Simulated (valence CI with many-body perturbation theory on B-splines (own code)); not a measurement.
Values are calculated unless marked as measured or tabulated.
**Sensitivity of CI+MBPT for Zn XXIV**

Level of theory: relativistic CI+MBPT: five valence electrons over a frozen Dirac-Fock core [He], a basis of 6 s, 6 p, 5 d, 3 f, 1 g functions for each j, with the one-electron correlation potential Σ1 (screened to all orders), the two-electron term Σ2, the three-electron term Σ3, Breit, model QED; selected single and double excitations, second order for the rest (own B-spline code, finite nucleus).

No measured levels were compared; by estimate levels of excited configurations hold to 0.05 to 0.15 % of their energy, terms of the ground configuration to about 0.5 %. Among the levels kept, up to 1800 cm⁻¹ of a level comes from second order outside the variational space, and about a tenth of that is noise between levels of different J, which matters for small intervals.

The reference run has the lowest level 2s2 2p3 4S°_3/2 and an ionisation energy of 2213.05 eV. Its largest variational space holds 10000 state functions.

Names give the largest LS component (configuration and term), which can be under half, so a name can repeat, a term be missing and a line seem to break the LS rules; names also repeat where a configuration has a term twice.

Changed runs:
A. size limit of the variational space 10000 → 1500; second order for the rest on → off
B. box radius (bohr) 2.432 → 7.87
C. orbitals per symmetry with explicit Σ2 and valence Breit (the others get mean screening factors) 5 → 4
D. factor on the speed of light 1 → 1.1 (bad on purpose)

Excitation energies of the reference run in cm⁻¹, and shifts in cm⁻¹:

| Level | Reference | A | B | C | D |
| --- | --- | --- | --- | --- | --- |
| 2s2 2p3 2D°_3/2 | 188086 | +1700 | -0.3 | +6.0 | -15374 |
| 2s2 2p3 2D°_5/2 | 254514 | +1195 | -0.5 | -9.4 | -23771 |
| 2s2 2p3 2P°_1/2 | 357566 | -1833 | -0.5 | +19 | -25731 |
| 2s2 2p3 2P°_3/2 | 500877 | -34 | -1.2 | +12 | -58729 |
| 2s 2p4 4P_5/2 | 956733 | +2300 | -1.2 | -5.5 | -35640 |
| 2s 2p4 4P_3/2 | 1084770 | +1099 | -1.6 | +4.4 | -57770 |
| 2s 2p4 4P_1/2 | 1110660 | -1409 | -1.6 | +6.8 | -56636 |
| 2s 2p4 2D_3/2 | 1329060 | +3010 | -1.4 | +7.9 | -50525 |
| 2s 2p4 2D_5/2 | 1372560 | +3722 | -1.7 | -4.8 | -62509 |
| 2s 2p4 2S_1/2 | 1517330 | -74 | -1.6 | +25 | -56118 |
| 2s 2p4 2P_3/2 | 1579860 | +3495 | -1.6 | -2.8 | -59896 |
| 2s 2p4 2P_1/2 | 1767680 | -2703 | -2.3 | +15 | -93618 |
| Ionisation energy (eV) | 2213.05 | -0.93 | -0.00045 | -0.0013 | +0.89 |
